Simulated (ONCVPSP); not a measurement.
**Which change was made? (Xe, ONCV)**

xenon (Xe), optimised norm-conserving Vanderbilt (ONCV), made with ONCVPSP 4.0.1 (BLYP, scalar-relativistic). Core [Kr] 4d10, reference 5s2 5p6. Waves: 5s: rc 1.40 bohr, ncon 4, nbas 7, qcut 4.3 1/bohr, 2 projectors, debl 2.1 Ha; 5p: rc 1.55 bohr, ncon 4, nbas 7, qcut 4.5 1/bohr, 2 projectors, debl 2.6 Ha. Local part: polynomial inside 1.05 bohr (lpopt 1, dvloc0 -1 Ha). Core correction: Teter function, fcfact 3.5, rcfact 1.25.

Cutoffs, loose and tight: the cutoffs (Ha) at which the residual kinetic energy of the hardest occupied pseudo-wave falls to 1 and 0.1 mHa per electron. They do not see the model core or the augmentation charge, which bear on the density cutoff. Test errors are all-electron minus pseudo excitation energies from the reference, over the configurations 5s2 5p5; 5s2 5p4; 5s2 5p3; 5s2 5p2; variants that change the core or the reference have their own tests.

The base gives: outcome: generated; cutoff, loose: 58 Ha; cutoff, tight: 72 Ha; bound ghosts: s, p; GHOST(+) flags above zero: s, p; largest test error (meV): -7.6.

(1) After one change the result is: outcome: generated; cutoff, loose: 58 Ha; cutoff, tight: 72 Ha; bound ghosts: s, p; GHOST(+) flags above zero: s, p; largest test error (meV): -60. Which change was it?
A. core correction Teter function, fcfact 2.5, rcfact 1.25
B. core correction Teter function, fcfact 6.7, rcfact 1.25
C. core correction Teter function, fcfact 5.1, rcfact 1.25
D. core correction Teter function, fcfact 4.1, rcfact 1.25

## Answers

(1) C. The others give: core correction Teter function, fcfact 2.5, rcfact 1.25 → outcome: generated; cutoff, loose: 58 Ha; cutoff, tight: 72 Ha; bound ghosts: s, p; GHOST(+) flags above zero: s, p; largest test error (meV): +30 | core correction Teter function, fcfact 6.7, rcfact 1.25 → outcome: generated; cutoff, loose: 58 Ha; cutoff, tight: 72 Ha; bound ghosts: s, p; GHOST(+) flags above zero: s, p; largest test error (meV): -110 | core correction Teter function, fcfact 4.1, rcfact 1.25 → outcome: generated; cutoff, loose: 58 Ha; cutoff, tight: 72 Ha; bound ghosts: s, p; GHOST(+) flags above zero: s, p; largest test error (meV): -27.
